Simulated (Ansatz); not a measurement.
Ansatz (an electronic-structure program) input for Si(OSiH3)(NHSiH3)(Me)2 (C2H13NOSi3), SMILES C[Si](C)(N[SiH3])O[SiH3], PBE0-D3(BJ)/def2-SVP. 

Ansatz 0.2 input:
```yaml
crystal:
  periodic: [false, false, false]
  atoms:
    - {symbol: C, position_ang: [0.19496244, -0.50916972, -2.00709214]}
    - {symbol: Si, position_ang: [-0.04242532, 0.17061588, -0.27092658]}
    - {symbol: C, position_ang: [-0.55379861, 1.97825840, -0.32561986]}
    - {symbol: N, position_ang: [1.38724206, -0.06532881, 0.71641225]}
    - {symbol: Si, position_ang: [2.99134531, 0.58438151, 0.49415381]}
    - {symbol: O, position_ang: [-1.21592909, -0.73138661, 0.53974857]}
    - {symbol: Si, position_ang: [-2.82703699, -1.14859188, 0.41353629]}
    - {symbol: H, position_ang: [1.03082645, 0.01233962, -2.51824433]}
    - {symbol: H, position_ang: [0.43871521, -1.59008428, -1.97255153]}
    - {symbol: H, position_ang: [-0.71473826, -0.37528404, -2.62805547]}
    - {symbol: H, position_ang: [0.25273644, 2.59770528, -0.77029551]}
    - {symbol: H, position_ang: [-1.46788248, 2.12747525, -0.93653346]}
    - {symbol: H, position_ang: [-0.75060669, 2.35867579, 0.69689722]}
    - {symbol: H, position_ang: [1.22386927, -0.67162269, 1.52684863]}
    - {symbol: H, position_ang: [4.04233169, -0.48453823, 0.32251194]}
    - {symbol: H, position_ang: [3.43871044, 1.46137606, 1.63766953]}
    - {symbol: H, position_ang: [2.94445739, 1.41757841, -0.75903144]}
    - {symbol: H, position_ang: [-3.09145810, -1.90229182, -0.86483486]}
    - {symbol: H, position_ang: [-3.70534378, 0.07638722, 0.43236579]}
    - {symbol: H, position_ang: [-3.17822397, -2.02353155, 1.58196207]}
basis:
  gaussian:
    orbitals: def2-SVP
hamiltonian:
  xc: pbe0
  dispersion: d3bj
relax: {f_tol: 0.002, max_steps: 200}
```

Output:

```
WARN ansatz: RAYON_NUM_THREADS=2 ignored (pool sized by the plan → 2); use --threads N
Functional definition: PBE0
integrals: 0.22 GiB planned
1863 factors; integrals over basis functions are off by at most 3.6e-4 eV
mean field: 1.38 GiB planned
mean field evaluation 1: about -29418.2833 eV, gradient 8.0e1 eV
mean field evaluation 2: about -29406.7221 eV, gradient 1.1e2 eV
mean field evaluation 4: about -29431.4612 eV, gradient 4.0e0 eV
mean field evaluation 8: about -29431.5060 eV, gradient 1.0e-1 eV
mean field -29431.50602642 eV, -1081.5878970797 hartree, gradient 7.0e-5 eV, S^2 0.000000; 0 other end points of the search recorded, 0 dependent functions left out
the calculation of the forces begins
reference -29431.50606703 eV, -1081.5878985719 hartree; 41, 41 occupied and 134, 134 virtual orbitals, 1863 factors
relax step   1: F+E_penalty+E_count = -29431.98821066 eV  Δ(F+E_penalty+E_count) = +0.000e0 eV  max|allowed force component| = 3.046e-1 eV/Å  Δτ_max = 0.0000 Å  (24 SCF iters, accepted)
these checks for a lower state are left out or cut short: starts, cluster_reference, orbital_swaps, neighbouring_geometries, increment
integrals: 0.22 GiB planned
1863 factors; integrals over basis functions are off by at most 3.5e-4 eV
mean field: 1.38 GiB planned
mean field evaluation 16: about -29431.5183 eV, gradient 1.2e0 eV
mean field -29431.52889560 eV, -1081.5887375066 hartree, gradient 5.6e-5 eV, S^2 0.000000; 0 other end points of the search recorded, 0 dependent functions left out
the calculation of the forces begins
reference -29431.52893606 eV, -1081.5887389934 hartree; 41, 41 occupied and 134, 134 virtual orbitals, 1863 factors
relax step   2: F+E_penalty+E_count = -29432.01397546 eV  Δ(F+E_penalty+E_count) = -2.576e-2 eV  max|allowed force component| = 2.079e-1 eV/Å  Δτ_max = 0.0213 Å  (26 SCF iters, accepted)
these checks for a lower state are left out or cut short: starts, cluster_reference, orbital_swaps, neighbouring_geometries, increment
integrals: 0.22 GiB planned
1863 factors; integrals over basis functions are off by at most 3.5e-4 eV
mean field: 1.39 GiB planned
mean field -29431.53142318 eV, -1081.5888303932 hartree, gradient 5.5e-5 eV, S^2 0.000000; 0 other end points of the search recorded, 0 dependent functions left out
the calculation of the forces begins
reference -29431.53146357 eV, -1081.5888318776 hartree; 41, 41 occupied and 134, 134 virtual orbitals, 1863 factors
relax step   3: F+E_penalty+E_count = -29432.01846249 eV  Δ(F+E_penalty+E_count) = -4.487e-3 eV  max|allowed force component| = 4.868e-2 eV/Å  Δτ_max = 0.0115 Å  (26 SCF iters, accepted)
these checks for a lower state are left out or cut short: starts, cluster_reference, orbital_swaps, neighbouring_geometries, increment
integrals: 0.22 GiB planned
1863 factors; integrals over basis functions are off by at most 3.5e-4 eV
mean field: 1.38 GiB planned
mean field -29431.53267868 eV, -1081.5888765322 hartree, gradient 5.4e-5 eV, S^2 0.000000; 0 other end points of the search recorded, 0 dependent functions left out
the calculation of the forces begins
reference -29431.53271913 eV, -1081.5888780186 hartree; 41, 41 occupied and 134, 134 virtual orbitals, 1863 factors
relax step   4: F+E_penalty+E_count = -29432.01887253 eV  Δ(F+E_penalty+E_count) = -4.100e-4 eV  max|allowed force component| = 4.766e-2 eV/Å  Δτ_max = 0.0186 Å  (25 SCF iters, accepted)
these checks for a lower state are left out or cut short: starts, cluster_reference, orbital_swaps, neighbouring_geometries, increment
integrals: 0.22 GiB planned
1863 factors; integrals over basis functions are off by at most 3.5e-4 eV
mean field: 1.38 GiB planned
mean field evaluation 32: about -29431.5325 eV, gradient 5.2e-1 eV
mean field -29431.53340430 eV, -1081.5889031980 hartree, gradient 2.6e-5 eV, S^2 0.000000; 0 other end points of the search recorded, 0 dependent functions left out
the calculation of the forces begins
reference -29431.53344478 eV, -1081.5889046857 hartree; 41, 41 occupied and 134, 134 virtual orbitals, 1863 factors
relax step   5: F+E_penalty+E_count = -29432.01931292 eV  Δ(F+E_penalty+E_count) = -4.404e-4 eV  max|allowed force component| = 2.635e-2 eV/Å  Δτ_max = 0.0142 Å  (23 SCF iters, accepted)
these checks for a lower state are left out or cut short: starts, cluster_reference, orbital_swaps, neighbouring_geometries, increment
integrals: 0.22 GiB planned
1863 factors; integrals over basis functions are off by at most 3.5e-4 eV
mean field: 1.39 GiB planned
mean field -29431.53459614 eV, -1081.5889469976 hartree, gradient 5.6e-5 eV, S^2 0.000000; 0 other end points of the search recorded, 0 dependent functions left out
the calculation of the forces begins
reference -29431.53463669 eV, -1081.5889484878 hartree; 41, 41 occupied and 134, 134 virtual orbitals, 1863 factors
relax step   6: F+E_penalty+E_count = -29432.01962615 eV  Δ(F+E_penalty+E_count) = -3.132e-4 eV  max|allowed force component| = 2.647e-2 eV/Å  Δτ_max = 0.0337 Å  (25 SCF iters, accepted)
these checks for a lower state are left out or cut short: starts, cluster_reference, orbital_swaps, neighbouring_geometries, increment
integrals: 0.22 GiB planned
1863 factors; integrals over basis functions are off by at most 3.5e-4 eV
mean field: 1.38 GiB planned
mean field -29431.53515052 eV, -1081.5889673706 hartree, gradient 9.5e-6 eV, S^2 0.000000; 0 other end points of the search recorded, 0 dependent functions left out
the calculation of the forces begins
reference -29431.53519110 eV, -1081.5889688617 hartree; 41, 41 occupied and 134, 134 virtual orbitals, 1863 factors
relax step   7: F+E_penalty+E_count = -29432.01969932 eV  Δ(F+E_penalty+E_count) = -7.317e-5 eV  max|allowed force component| = 2.483e-2 eV/Å  Δτ_max = 0.0189 Å  (23 SCF iters, accepted)
these checks for a lower state are left out or cut short: starts, cluster_reference, orbital_swaps, neighbouring_geometries, increment
integrals: 0.22 GiB planned
1863 factors; integrals over basis functions are off by at most 3.5e-4 eV
mean field: 1.38 GiB planned
mean field -29431.53531604 eV, -1081.5889734532 hartree, gradient 5.3e-5 eV, S^2 0.000000; 0 other end points of the search recorded, 0 dependent functions left out
the calculation of the forces begins
reference -29431.53535662 eV, -1081.5889749446 hartree; 41, 41 occupied and 134, 134 virtual orbitals, 1863 factors
relax step   8: F+E_penalty+E_count = -29432.01979254 eV  Δ(F+E_penalty+E_count) = -9.322e-5 eV  max|allowed force component| = 7.509e-3 eV/Å  Δτ_max = 0.0037 Å  (20 SCF iters, accepted)
these checks for a lower state are left out or cut short: starts, cluster_reference, orbital_swaps, neighbouring_geometries, increment
integrals: 0.22 GiB planned
1863 factors; integrals over basis functions are off by at most 3.5e-4 eV
mean field: 1.38 GiB planned
mean field -29431.53539051 eV, -1081.5889761900 hartree, gradient 1.4e-5 eV, S^2 0.000000; 0 other end points of the search recorded, 0 dependent functions left out
the calculation of the forces begins
reference -29431.53543109 eV, -1081.5889776813 hartree; 41, 41 occupied and 134, 134 virtual orbitals, 1863 factors
relax step   9: F+E_penalty+E_count = -29432.01981625 eV  Δ(F+E_penalty+E_count) = -2.371e-5 eV  max|allowed force component| = 8.542e-3 eV/Å  Δτ_max = 0.0059 Å  (22 SCF iters, accepted)
these checks for a lower state are left out or cut short: starts, cluster_reference, orbital_swaps, neighbouring_geometries, increment
integrals: 0.22 GiB planned
1863 factors; integrals over basis functions are off by at most 3.5e-4 eV
mean field: 1.38 GiB planned
mean field -29431.53548567 eV, -1081.5889796873 hartree, gradient 4.8e-5 eV, S^2 0.000000; 0 other end points of the search recorded, 0 dependent functions left out
the calculation of the forces begins
reference -29431.53552626 eV, -1081.5889811787 hartree; 41, 41 occupied and 134, 134 virtual orbitals, 1863 factors
relax step  10: F+E_penalty+E_count = -29432.01982376 eV  Δ(F+E_penalty+E_count) = -7.514e-6 eV  max|allowed force component| = 4.425e-3 eV/Å  Δτ_max = 0.0030 Å  (20 SCF iters, accepted)
these checks for a lower state are left out or cut short: starts, cluster_reference, orbital_swaps, neighbouring_geometries, increment
integrals: 0.22 GiB planned
1863 factors; integrals over basis functions are off by at most 3.5e-4 eV
mean field: 1.38 GiB planned
mean field evaluation 64: about -29431.5356 eV, gradient 5.0e-5 eV
mean field -29431.53557857 eV, -1081.5889831012 hartree, gradient 5.5e-5 eV, S^2 0.000000; 0 other end points of the search recorded, 0 dependent functions left out
the calculation of the forces begins
reference -29431.53561916 eV, -1081.5889845929 hartree; 41, 41 occupied and 134, 134 virtual orbitals, 1863 factors
relax step  11: F+E_penalty+E_count = -29432.01982778 eV  Δ(F+E_penalty+E_count) = -4.015e-6 eV  max|allowed force component| = 1.870e-3 eV/Å  Δτ_max = 0.0028 Å  (20 SCF iters, accepted)
integrals: 0.22 GiB planned
1863 factors; integrals over basis functions are off by at most 3.5e-4 eV
mean field: 1.38 GiB planned
mean field -29431.53557857 eV, -1081.5889831012 hartree, gradient 5.5e-5 eV, S^2 0.000000; 1 other end points of the search recorded, 0 dependent functions left out
the calculation of the forces begins
reference -29431.53561916 eV, -1081.5889845929 hartree; 41, 41 occupied and 134, 134 virtual orbitals, 1863 factors
Total energy: -29432.01986837 eV, -1081.6067804229 hartree
Atom 0 at     0.206063    -0.486970    -2.015825 Å, force     0.000259     0.000169    -0.000064 eV/Å
Atom 1 at    -0.044741     0.183417    -0.290324 Å, force    -0.001765    -0.000295    -0.000221 eV/Å
Atom 2 at    -0.540462     1.983520    -0.347306 Å, force     0.000478    -0.000152    -0.000068 eV/Å
Atom 3 at     1.363193    -0.061405     0.703120 Å, force     0.001870     0.000105     0.000886 eV/Å
Atom 4 at     2.964966     0.568101     0.504513 Å, force    -0.000341     0.000400    -0.000058 eV/Å
Atom 5 at    -1.228891    -0.699671     0.486824 Å, force    -0.000747     0.000229    -0.000683 eV/Å
Atom 6 at    -2.814659    -1.159565     0.436276 Å, force     0.000976    -0.000017     0.000505 eV/Å
Atom 7 at     1.040289     0.030496    -2.516404 Å, force     0.000288    -0.000082     0.000095 eV/Å
Atom 8 at     0.445879    -1.560808    -1.981985 Å, force    -0.000131    -0.000261     0.000205 eV/Å
Atom 9 at    -0.692491    -0.351635    -2.638532 Å, force    -0.000208     0.000146     0.000121 eV/Å
Atom 10 at     0.265053     2.595193    -0.784656 Å, force     0.000094    -0.000018     0.000234 eV/Å
Atom 11 at    -1.444538     2.136070    -0.957892 Å, force    -0.000192    -0.000123    -0.000156 eV/Å
Atom 12 at    -0.739379     2.361523     0.667243 Å, force    -0.000314    -0.000179     0.000184 eV/Å
Atom 13 at     1.187906    -0.662373     1.504345 Å, force    -0.000634    -0.000264    -0.000021 eV/Å
Atom 14 at     3.996449    -0.505428     0.341912 Å, force    -0.000047     0.000016    -0.000161 eV/Å
Atom 15 at     3.401056     1.424628     1.653043 Å, force     0.000195     0.000064    -0.000164 eV/Å
Atom 16 at     2.948553     1.405052    -0.734699 Å, force    -0.000068    -0.000188    -0.000136 eV/Å
Atom 17 at    -3.104391    -1.926671    -0.814750 Å, force     0.000005     0.000283    -0.000255 eV/Å
Atom 18 at    -3.714405     0.034702     0.477593 Å, force     0.000081     0.000118    -0.000183 eV/Å
Atom 19 at    -3.097695    -2.025210     1.616425 Å, force     0.000202     0.000049    -0.000060 eV/Å
Dipole moment:    -0.079488     0.010942    -0.055149 e Å
```

The calculation finished and met its thresholds.
